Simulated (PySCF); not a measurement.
Cd(Et) (C2H5Cd), SMILES [CH2]([Cd+])C, charge +1. Atoms are numbered in the order given.

```xyz
8

Cd    -0.0433     0.7177     0.0000
C      0.6958    -1.4705     0.0000
C     -0.4349    -2.4361     0.0000
H      1.2897    -1.4026     0.9071
H      1.2897    -1.4026    -0.9071
H     -1.0534    -2.3859    -0.8939
H     -1.0534    -2.3859     0.8939
H      0.0397    -3.4322     0.0000
```
Charge +1, spin multiplicity 1.

Coordinates come from a B3LYP-D3(BJ)/def2-TZVP optimisation. The spin state was assumed, not searched. The isomer is the one that the SMILES or the coordinates give; other isomers of the formula were not compared. The def2 effective core potentials stand for the cores of Cd; spin–orbit coupling is left out.

Method: HF/def2-TZVPD (PySCF).

Mulliken values depend strongly on the basis, most of all with diffuse functions as here. ESP charges are fitted to the potential on shells at 1.4 to 2.0 van der Waals radii. Atomic charges (e):

```json
[
 {"atom": "Cd1", "ESP fit": "___", "Mulliken": "0.79"},
 {"atom": "C2", "ESP fit": "-0.95", "Mulliken": "-0.53"},
 {"atom": "C3", "ESP fit": "___", "Mulliken": "-0.45"},
 {"atom": "H4", "ESP fit": "___", "Mulliken": "0.31"},
 {"atom": "H5", "ESP fit": "___", "Mulliken": "0.31"},
 {"atom": "H6", "ESP fit": "0.03", "Mulliken": "0.20"},
 {"atom": "H7", "ESP fit": "0.03", "Mulliken": "0.20"},
 {"atom": "H8", "ESP fit": "0.17", "Mulliken": "0.16"}
]
```

Fill in the missing entries. (An estimate is asked for; the answer gives what the named calculation found.)


- Cd1, ESP fit: 0.95
- C3, ESP fit: 0.13
- H4, ESP fit: 0.32
- H5, ESP fit: 0.32
